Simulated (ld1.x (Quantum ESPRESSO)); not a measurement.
Debugging a pseudopotential input (Br (Z = 35), ld1.x (Quantum ESPRESSO) 7.5)

Command:

```bash
ld1.x < Br.in > Br.out
```

Input:

```
&input
   title='Br', zed=35., rel=1, dft='BP', iswitch=3,
   config='[Ar] 3d10 4s1.5 4p5.5 4d-2',
   nld=3, rlderiv=1.80, eminld=-4.0, emaxld=5.0, deld=0.02
 /
 &inputp
   pseudotype=3, lpaw=.true., tm=.true., lloc=-2, rcloc=1.35,
   nlcc=.true., new_core_ps=.true., rcore=0.70,
   which_augfun='PSQ', rmatch_augfun_nc=.true.,
   file_pseudopw='Br.UPF', file_wfcaegen='ae.wfc', file_wfcncgen='nc.wfc', file_beta='beta', file_chi='chi', file_wfcusgen='us.wfc'
 /
5
4S  1  0   1.50   0.00  1.20  1.30  0.0
4S  1  0   0.00  -0.50  1.20  1.30  0.0
4P  2  1   5.50   0.30  1.20  1.65  0.0
4P  2  1   0.00  -0.05  1.20  1.65  0.0
4D  3  2  -2.00   0.05  1.25  1.35  0.0
 &test
   configts(1)='4s1.5 4p5.5'
 /
```

Output:

```
Program LD1 v.7.5

 %%%%%%%%%%%%%%%%%%%%%%%%%%%%%%%%%%%%%%%%%%%%%%%%%%%%%%%%%%%%%%%%%%%%%%%%%%%%%%
     Error in routine ld1_readin (1):
     unbound states must be empty
 %%%%%%%%%%%%%%%%%%%%%%%%%%%%%%%%%%%%%%%%%%%%%%%%%%%%%%%%%%%%%%%%%%%%%%%%%%%%%%

     stopping ...
```

**Question.** This input was made by a single change from one that runs to its end. What was changed?

**Answer.** The change: an energy typed for the occupied state 4P. The program refuses the input: "ld1_readin: unbound states must be empty".
